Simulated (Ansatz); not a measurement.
C3H7BOS, SMILES `CBCC(O)=S`, relaxed with RKS PBE-D4/def2-SVP in the Gaussian-basis code of Ansatz from a rough embedded geometry. The force threshold is 0.03 eV/Å; the program also tests the step.

Total charge 0; spin multiplicity 1.

Start:

```xyz
13

C    -0.440    1.808   -0.838
B     0.225    0.815    0.127
C     0.461   -0.662   -0.346
C    -0.224   -1.670    0.630
O     0.316   -2.019    1.786
S    -1.761   -2.173    0.180
H     0.110    1.943   -1.748
H    -1.499    1.456   -1.050
H    -0.610    2.791   -0.333
H     0.556    1.136    1.203
H     1.550   -0.916   -0.302
H     0.139   -0.847   -1.371
H     1.175   -1.662    2.062
```

Problem. How much energy does the relaxation release, and in how many steps? (Best estimate.)

Solution. The calculation gave: 39.79 kJ/mol, in 12 steps.

Problem. Which bonds change most? (An estimate is asked.)

Solution. The calculation gave: B2–H10 from 1.170 to 1.223 Å; C3–C4 from 1.561 to 1.511 Å; C1–H7 from 1.072 to 1.109 Å; C4–S6 from 1.678 to 1.647 Å.

Problem. Give the relaxed structure. (Best estimate.)

Solution. Computed: 
```xyz
13

C    -0.481    1.779   -0.775
B     0.267    0.782    0.154
C     0.600   -0.702   -0.325
C    -0.289   -1.567    0.538
O     0.223   -1.936    1.729
S    -1.835   -1.968    0.137
H    -0.144    1.740   -1.832
H    -1.523    1.372   -0.798
H    -0.538    2.826   -0.424
H     0.541    1.059    1.314
H     1.674   -0.931   -0.135
H     0.369   -0.867   -1.392
H     1.135   -1.588    1.809
```
